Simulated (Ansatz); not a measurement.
Program: Ansatz. Geometries: PBE0-D4/def2-TZVP. ΔE: electronic, gas phase. CBS: MP2 limit from def2 TZ/QZ plus the TZ coupled-cluster correction, frozen cores. This one scheme is used for every species. Functionals use def2-TZVPP. B3LYP here is the variant with VWN-RPA as its local correlation; programs differ in this. HSE06 is defined as in plane-wave codes.

Consider the formal exchange of groups at a B–F bond: `FB(F)Cl` + `C#N` → `N#CB(F)Cl` + H–F.

| level | ΔE (kcal/mol) | difference from CCSD(T)/CBS |
| --- | --- | --- |
| r2SCAN-D4 | 26.6 | 1.2 |
| PBE0-D4 | 25.0 | -0.4 |
| B3LYP-D4 | 26.1 | 0.7 |
| r2SCAN0-D4 | 27.1 | 1.7 |
| HSE06-D4 | 25.0 | -0.4 |
| BHLYP-D4 | 27.8 | 2.4 |
| B2PLYP | 26.6 | 1.2 |
| CAM-B3LYP | 28.2 | 2.8 |
| CCSD/def2-SVP | 30.2 | 4.8 |
| HF/def2-TZVPP | 31.0 | 5.6 |
| CCSD(T)/CBS | 25.4 | 0 |

Task: What do rigid-rotor, harmonic-oscillator terms from PBE0-D4/def2-TZVP frequencies (298.15 K, 1 bar) make of the CCSD(T)/CBS value? (Estimate.)

Result: The calculation gave: ΔZPE = -0.9 kcal/mol, ΔH = +25.1 kcal/mol, ΔS = 4 J/(mol·K), ΔG = +24.9 kcal/mol.

Largest T1 diagnostic among the species: 0.014.

The D4 term adds −0.9 kcal/mol with B3LYP and −0.5 kcal/mol with PBE0; it sums over pairs of atoms, weighted by their polarisabilities, and B3LYP, whose exchange is more repulsive, gets the larger term. In def2-TZVPP, CCSD(T) changes the Hartree–Fock value by −4.9 kcal/mol (the triples alone add −0.8 kcal/mol) and MP2 by −6.0 kcal/mol.
